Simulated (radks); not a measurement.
Values are calculated unless marked as measured or tabulated.
Species: Co14+. Configuration: [He] 2s2 2p5 3s2 3p1 4s1 (not the ground configuration). Code: a radial shooting solver on a logarithmic mesh with Libxc functionals. Model: non-relativistic Kohn-Sham, BLYP, spin-polarised, spherical densities, point nucleus; open shells are filled with parallel spins first.

Normalised radial functions P(r) = r R(r), r in bohr:

```
   r/bohr * 3p up, o 3p down (the largest magnitude, 1.38, reaches the edge; | marks zero, & curves that meet)
 0.003852                             &
 0.004897                             &
 0.006275                             &
 0.007978                             &
  0.01014                             |&
    0.013                             |&
  0.01652                             |&
    0.021                             | &
  0.02691                             |  &
  0.03421                             |   &
  0.04384                             |     &
  0.05574                             |       &
  0.07085                             |          &
   0.0908                             |             &
   0.1154                             |               &
   0.1467                             |               &
    0.188                             |           &
    0.239                             |    &
   0.3039                        &    |
   0.3894            &                |
    0.495   *o                        |
   0.6293  &                          |
   0.8064        &                    |
    1.025                 &           |
    1.303                        &    |
     1.67                            &|
    2.123                             &
    2.699                             &
    3.459                             &
```

3p up: eigenvalue -449.73 eV, 1 radial node at r = 0.270 bohr, <r> = 0.630 bohr, 90 % of the charge inside 0.933 bohr. 3p down (empty): eigenvalue -443.65 eV, 1 radial node at r = 0.271 bohr, <r> = 0.633 bohr, 90 % of the charge inside 0.937 bohr.
